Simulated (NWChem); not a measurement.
System: disulfane (H2S2); SMILES SS

Here is an NWChem input.

```
start job
memory heap 200 mb stack 900 mb global 1100 mb
geometry units angstroms noautosym nocenter noautoz
  S      0.020651    -1.036052     0.078241
  S     -0.020651     1.036052     0.078241
  H     -0.931984    -1.250775    -0.861827
  H      0.931984     1.250775    -0.861827
end
basis spherical
  S library sadlej_pvtz
  H library sadlej_pvtz
end
dft
  xc xpbe96 cpbe96
  iterations 150
end
property
  response 1 0.0
end
task dft property
```

NWChem printed, in part:

```
             Northwest Computational Chemistry Package (NWChem) 7.3.0
             --------------------------------------------------------

                             Geometry "geometry" -> ""
                             -------------------------

 Output coordinates in angstroms (scale by  1.889725989 to convert to a.u.)

  No.       Tag          Charge          X              Y              Z
 ---- ---------------- ---------- -------------- -------------- --------------
    1 S                   16.0000     0.02065100    -1.03605200     0.07824100
    2 S                   16.0000    -0.02065100     1.03605200     0.07824100
    3 H                    1.0000    -0.93198400    -1.25077500    -0.86182700
    4 H                    1.0000     0.93198400     1.25077500    -0.86182700

 Effective nuclear repulsion energy (a.u.)      84.4531724817

  pbe96 is a nonlocal functional; adding pw91lda local functional.
                              NWChem Property Module
                              ----------------------

                                 NWChem DFT Module
                                 -----------------

 Summary of "ao basis" -> "ao basis" (spherical)
 ------------------------------------------------------------------------------
       Tag                 Description            Shells   Functions and Types
 ---------------- ------------------------------  ------  ---------------------
 S                        sadlej pvtz               14       32   7s5p2d
 H                        sadlej pvtz                5        9   3s2p

            General Information
            -------------------
          SCF calculation type: DFT
          Wavefunction type:  closed shell.
          No. of atoms     :     4
          No. of electrons :    34
           Alpha electrons :    17
            Beta electrons :    17
          Charge           :     0
          Spin multiplicity:     1
          Use of symmetry is: off; symmetry adaption is: off
          Maximum number of iterations: 150
          AO basis - number of functions:    82
                     number of shells:    38
          Convergence on energy requested:  1.00D-06
          Convergence on density requested:  1.00D-05
          Convergence on gradient requested:  5.00D-04

              XC Information
              --------------
          PerdewBurkeErnzerhof Exchange Functional  1.000
            Perdew 1991 LDA Correlation Functional  1.000 local
           PerdewBurkeErnz. Correlation Functional  1.000 non-local

             Grid Information
             ----------------
          Grid used for XC integration:  medium
          Radial quadrature: Mura-Knowles
          Angular quadrature: Lebedev.
          Tag              B.-S. Rad. Rad. Pts. Rad. Cut. Ang. Pts.
          ---              ---------- --------- --------- ---------
          S                   1.00       88          13.0       590
          H                   0.35       45          14.0       434
          Grid pruning is: on
          Number of quadrature shells:   266
          Spatial weights used:  Erf1

      Superposition of Atomic Density Guess
      -------------------------------------

 Sum of atomic energies:        -795.96207847

      Non-variational initial energy
      ------------------------------

 Total energy =    -796.350710
 1-e energy   =   -1267.880257
 2-e energy   =     387.076374
 HOMO         =      -0.290135
 LUMO         =      -0.020502

   convergence    iter        energy       DeltaE   RMS-Dens  Diis-err
 ---------------- ----- ----------------- --------- --------- ---------
 d= 0,ls=0.0,diis     1   -797.2185242395 -8.82D+02  1.02D-02  1.08D+00
 d= 0,ls=0.0,diis     2   -797.2361558969 -1.76D-02  5.59D-03  9.13D-02
 d= 0,ls=0.0,diis     3   -797.2411481642 -4.99D-03  2.31D-03  6.51D-02
 d= 0,ls=0.0,diis     4   -797.2530861601 -1.19D-02  2.73D-04  3.45D-04
 d= 0,ls=0.0,diis     5   -797.2531447574 -5.86D-05  7.82D-05  4.79D-05
  Resetting Diis
 d= 0,ls=0.0,diis     6   -797.2531535604 -8.80D-06  1.32D-05  1.43D-06
 d= 0,ls=0.0,diis     7   -797.2531538069 -2.46D-07  7.42D-06  1.08D-07

         Total DFT energy =     -797.253153806893
      One electron energy =    -1268.804621401658
           Coulomb energy =      438.795968491781
    Exchange-Corr. energy =      -51.697673378722
 Nuclear repulsion energy =       84.453172481705

 Numeric. integr. density =       34.000013429774

                       DFT Final Molecular Orbital Analysis
                       ------------------------------------

 Vector   15  Occ=2.000000D+00  E=-3.279739D-01
              MO Center=  3.7D-08, -1.9D-07,  1.7D-01, r^2= 2.8D+00
   Bfn.  Coefficient  Atom+Function         Bfn.  Coefficient  Atom+Function
  ----- ------------  ---------------      ----- ------------  ---------------
    15      0.283778  1 S  py                47     -0.283778  2 S  py
    16     -0.185720  1 S  pz                48     -0.185720  2 S  pz
     6     -0.164333  1 S  s                 38     -0.164333  2 S  s
    12      0.157414  1 S  py                44     -0.157414  2 S  py
     9     -0.149652  1 S  py                41      0.149652  2 S  py

[...]

 DFT Linear Response polarizability / au
 Frequency  =       0.0000000 / au
              X              Y              Z
 -----------------------------------------------
 X      40.1908974      2.1195872     -0.0000002
 Y       2.1195886     58.8562163      0.0000001
 Z      -0.0000002      0.0000001     40.0374218
 -----------------------------------------------
 Eigenvalues =      39.9532287     59.0938851     40.0374218
 Isotropic   =      46.3615118
 Anisotropic =      19.0986990
 -----------------------------------------------

 Magnetic Dipole Response Matrix (nonzero elements):

 Exiting AOResponse driver routine
```

Level: PBE/Sadlej pVTZ. The geometry was optimised at PBE0/def2-SVP.
